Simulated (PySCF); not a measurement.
From one molecule to another.

First species: C3H11ClSi3.
InChI=1S/C3H11ClSi3/c1-2-3-5-7-6-4/h2H,1,3,5-7H2

Second species: C3H11ClSi3.
SMILES: `C[C@@H]1[SiH2]C[Si@H]1[SiH2]Cl`

Levels: CAM-B3LYP/def2-SVPD for dipole moment, HOMO energy, LUMO energy, HOMO–LUMO gap, static isotropic polarisability and electronic spatial extent ⟨r²⟩ about the centre of nuclear charge; TDDFT CAM-B3LYP/def2-SVPD for lowest singlet excitation; TDA CAM-B3LYP/def2-SVPD for lowest triplet excitation (Tamm–Dancoff); GFN2-xTB for rotational constant A and rotational constant C. Geometries: GFN2-xTB. Each species is one conformer at its optimised geometry, gas phase, non-relativistic unless stated; the electronic structure was computed with PySCF and density fitting.

Dipoles, sizes and rotational constants follow the conformer. The torsions of the flexible species, by atom-mapped SMILES:
- `[CH2:1]=[CH:2][CH2:3][SiH2:4][SiH2:5][SiH2:6][Cl:7]`: C1–C2–C3–Si4 103°, C2–C3–Si4–Si5 -174°, C3–Si4–Si5–Si6 62°, Si4–Si5–Si6–Cl7 -48°
- `[CH3:1][C@@H:2]1[SiH2:3][CH2:4][Si@H:5]1[SiH2:6][Cl:7]`: C4–Si5–Si6–Cl7 -93°

Values for the first species:

- Dipole moment: 1.34 D
- HOMO energy: -8.42 eV
- LUMO energy: 0.18 eV
- HOMO–LUMO gap: 8.60 eV
- Lowest singlet excitation: 6.27 eV
- Lowest triplet excitation (Tamm–Dancoff): 4.30 eV
- Static isotropic polarisability: 136.1 au
- Electronic spatial extent ⟨r²⟩ about the centre of nuclear charge: 2311 bohr²
- Rotational constant A: 1.495 GHz
- Rotational constant C: 0.483 GHz

(1) Estimate the same properties for the second species, and the change in each.

## Answers

(1) 
```
                                                         property       first      second  second less first
                                                    dipole moment      1.34 D      1.79 D            +0.45 D
                                                      HOMO energy    -8.42 eV    -8.65 eV           -0.23 eV
                                                      LUMO energy     0.18 eV     0.11 eV           -0.07 eV
                                                    HOMO–LUMO gap     8.60 eV     8.76 eV           +0.16 eV
                                        lowest singlet excitation     6.27 eV     5.62 eV           -0.65 eV
                         lowest triplet excitation (Tamm–Dancoff)     4.30 eV     5.18 eV           +0.88 eV
                                  static isotropic polarisability    136.1 au    128.9 au            -7.2 au
electronic spatial extent ⟨r²⟩ about the centre of nuclear charge  2311 bohr²  2248 bohr²          -63 bohr²
                                            rotational constant A   1.495 GHz   2.539 GHz         +1.044 GHz
                                            rotational constant C   0.483 GHz   0.499 GHz         +0.016 GHz
```

On the first: The polarisability is 20.17 Å³ as a volume (1 au = 0.148185 Å³), or 1.55 au for each of the 88 electrons. The vertical singlet–triplet gap S1 − T1 is 1.97 eV (TDDFT singlet less Tamm–Dancoff triplet).

On the second: No computed singlet falls in the visible range (750 to 380 nm, 1.65 to 3.26 eV); S1 lies 2.36 eV above its blue end. The vertical singlet–triplet gap S1 − T1 is 0.44 eV (TDDFT singlet less Tamm–Dancoff triplet; S1: HOMO→LUMO, weight 0.92; T1: HOMO→LUMO, weight 0.89).
